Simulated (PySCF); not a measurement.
Gas-phase equilibrium of 1 mol NO, 1 mol O₂ at 1400 K and 0.133 bar, among 8 species (O₂, N₂, O, NO, O₃, N, N₂O, NO₂). Only gases are allowed; each row takes one source of thermochemistry for all species, and Cantera finds the minimum.

Method: PySCF energies plus ideal-gas RRHO corrections (1 bar). The comparison is the NASA 1993 polynomial table, which mixes measured and estimated data. † marks an energy on the PBE0/def2-TZVP geometry and frequencies; other levels use their own. CCSD(T) freezes the core. Open shells (unrestricted) among the columns below: O₂ (multiplicity 3), O (multiplicity 3, electronic degeneracy 9), NO (multiplicity 2, electronic degeneracy 4), N (multiplicity 4), NO₂ (multiplicity 2); the rest are closed-shell singlets. Spin-orbit splitting is ignored; it lowers the true energy and changes the entropy of O, NO. CCSD(T) isn't extrapolated to the basis-set limit. The harmonic model lacks anharmonicity and excited electronic states, which grow with temperature; levels with a mode under 35 cm⁻¹ are left out.

Molecules larger than those listed are left out. Table species left out: NO3.

With table thermochemistry: O 2.2e-6, O₂ 0.75, N₂ 0.25, NO₂ 4.0e-6, NO 0.00077, N₂O 1.0e-8, N <1e-12.

**Question.** How far does the composition move with the other sources (CCSD(T)/def2-TZVPP†, HF/def2-TZVP†, PBE/def2-SVP, PBE0/def2-TZVP, r2SCAN/def2-TZVP†, LDA/def2-TZVP†)?

**Answer.** 
```json
[
 {"thermochemistry": "table", "x O": "2.2e-6", "x O₂": "0.75", "x N₂": "0.25", "x NO₂": "4.0e-6", "x NO": "0.00077", "x N₂O": "1.0e-8", "x N": "<1e-12"},
 {"thermochemistry": "CCSD(T)/def2-TZVPP†", "x O": "8.7e-6", "x O₂": "0.75", "x N₂": "0.25", "x NO₂": "1.6e-6", "x NO": "0.00082", "x N₂O": "4.1e-9", "x N": "<1e-12"},
 {"thermochemistry": "HF/def2-TZVP†", "x O": "0.85", "x O₂": "0.0028", "x N₂": "0.14", "x NO₂": "<1e-12", "x NO": "5.1e-5", "x N₂O": "<1e-12", "x N": "2.8e-6"},
 {"thermochemistry": "PBE/def2-SVP", "x O": "1.6e-8", "x O₂": "0.75", "x N₂": "0.25", "x NO₂": "0.00060", "x NO": "0.0011", "x N₂O": "4.1e-6", "x N": "<1e-12"},
 {"thermochemistry": "PBE0/def2-TZVP", "x O": "1.2e-6", "x O₂": "0.75", "x N₂": "0.25", "x NO₂": "1.6e-5", "x NO": "0.00089", "x N₂O": "8.2e-8", "x N": "<1e-12"},
 {"thermochemistry": "r2SCAN/def2-TZVP†", "x O": "4.8e-7", "x O₂": "0.75", "x N₂": "0.25", "x NO₂": "3.3e-5", "x NO": "0.00061", "x N₂O": "1.8e-7", "x N": "<1e-12"},
 {"thermochemistry": "LDA/def2-TZVP†", "x O": "1.4e-10", "x O₂": "0.74", "x N₂": "0.25", "x NO₂": "0.012", "x NO": "0.00067", "x N₂O": "7.2e-5", "x N": "<1e-12"}
]
```
The most sensitive of these is NO₂: it spans a factor of 10^10.1 over these rows; at this temperature one factor of ten is RT ln 10 = 27 kJ/mol.
